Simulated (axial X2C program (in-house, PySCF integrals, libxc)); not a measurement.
## TaBr⁻: properties at the nuclei

Computed with an axial X2C code built on PySCF integrals: two-component X2C with atomic mean-field Coulomb and Gaunt terms, Gaussian nuclei, basis Ta dyall-acv3z, Br dyall-acv3z with contracted cores.

R = 2.576 Å (near the PBE0 minimum at charge -1 of the determinant lowest at the starting distance; the state shown can have its own minimum elsewhere).

Determinant lowest in the PBE0 search, Ω = 1/2 (⟨Sz⟩ = -1.44, ⟨Lz⟩ = 1.94 at PBE0), spin on the atoms Ta -1.45, Br 0.01:

```tsv
level	Eeff magnitude (GV/cm)	Ws magnitude Ta (kHz)	A∥/gI Ta (MHz)	qzz Ta (a.u.)	A∥/gI Br (MHz)	qzz Br (a.u.)
PBE0	0.228	2.51	1320	-3.64	97.9	1.35
HF	35.9	68.9	-504	-3.85	112	1.03
B3LYP	0.117	2.63	1430	-3.34	81	1.25
LDA	1.29	0.254	1400	-2.69	132	1.57
r2SCAN	8.64	19.7	-491	-3.63	41.3	1.38
```

Eeff is the effective electric field on the electron electric dipole moment in this Ω state and Ws the scalar–pseudoscalar constant of the nucleus named (defined with the proton number Z and per Ω); A∥ (defined per Ω) follows by multiplying with gI = μI/(I μN); qzz is the electric field gradient, eQq0 = 234.96 MHz × Q/barn × qzz. The operators were transformed with the bare-nucleus X2C matrices; with these basis sets, hyperfine constants and field gradients can be off by tens of per cent, and where levels differ in sign neither size nor sign is settled.

With Q(181Ta) = 3.17 barn, Q(79Br) = 0.3087 barn (Q from Pyykkö, Mol. Phys. 2018), turn the PBE0 values of the first state into constants in MHz.

eQq0(181Ta) = 234.96 × (3.17) × (-3.64) = -2710 MHz; eQq0(79Br) = 234.96 × (0.3087) × (1.35) = 97.9 MHz.

Each state is one determinant with collinear spin, which with several unpaired electrons need not be a pure state. Unrestricted Hartree–Fock can overshoot spin polarisation at the nuclei. In the state Ω = 1/2 the sign of Eeff differs between levels (r2SCAN against PBE0). For an anion, determinants above electron detachment, or with a positive highest level, are held by the basis set. With several open shells hyperfine constants can be off by a factor of several. Where Eeff spreads by more than a factor of two the levels disagree and none is to be relied on. States lie within half an eV, so the first need not be the ground state. The sign of Ws at Ta differs between levels in the first state. Further determinants of the search, some of them spin-mixed, are not shown. Where a field gradient or hyperfine factor spreads by more than a factor of two over the levels, a constant derived from it is not to be relied on.
